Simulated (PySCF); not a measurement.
Cl2H8N2Si3, SMILES [SiH3]N[Si](Cl)(Cl)N[SiH3].

Geometry: B3LYP-D3(BJ)/def2-SVP. Other conformers were not sampled.

Method: PBE/def2-TZVP run with PySCF.

Gas-phase values at a fixed geometry.

Computed frontier levels, gap, dipole moment:
```json
{
 "highest_occupied_level": "-6.66 eV",
 "lowest_empty_level": "-1.03 eV",
 "orbital_gap": "5.63 eV",
 "dipole_moment": "1.93 D",
 "quadrupole, principal values (traceless, Buckingham form, about the centre of nuclear charge)": "-5.63, -0.81, 6.44 D·Å"
}
```
